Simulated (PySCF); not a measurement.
C3H9BN2, SMILES C=CCB(N)N. Geometry optimised at TPSSh-D3(BJ)/def2-SVP. This is a generated structure with no PubChem entry under its InChIKey; it may be hypothetical. One conformer was computed; it need not be the lowest.

Computed equilibrium geometry at TPSSh-D3(BJ)/def2-SVP (PySCF confirms it by a frequency run) as bond lengths and angles (one conformer of several):
Atoms: C1 C2 C3 B4 N5 N6 H7 H8 H9 H10 H11 H12 H13 H14 H15. Bonded distances (Å): C1–C2 1.341, C1–H7 1.096, C1–H8 1.094, C2–C3 1.498, C2–H9 1.098, C3–B4 1.609, C3–H10 1.106, C3–H11 1.105, B4–N5 1.417, B4–N6 1.421, N5–H12 1.013, N5–H13 1.014, N6–H14 1.014, N6–H15 1.012. Bond angles (°): C2–C1–H7 121.5, C2–C1–H8 121.7, H7–C1–H8 116.9, C1–C2–C3 126.0, C1–C2–H9 118.1, C3–C2–H9 115.8, C2–C3–B4 112.8, C2–C3–H10 109.9, C2–C3–H11 110.1, B4–C3–H10 107.7, B4–C3–H11 109.4, H10–C3–H11 106.7, C3–B4–N5 118.3, C3–B4–N6 119.4, N5–B4–N6 122.2, B4–N5–H12 125.2, B4–N5–H13 120.6, H12–N5–H13 114.1, B4–N6–H14 124.3, B4–N6–H15 122.4, H14–N6–H15 113.2.
Charge 0, spin multiplicity 1.
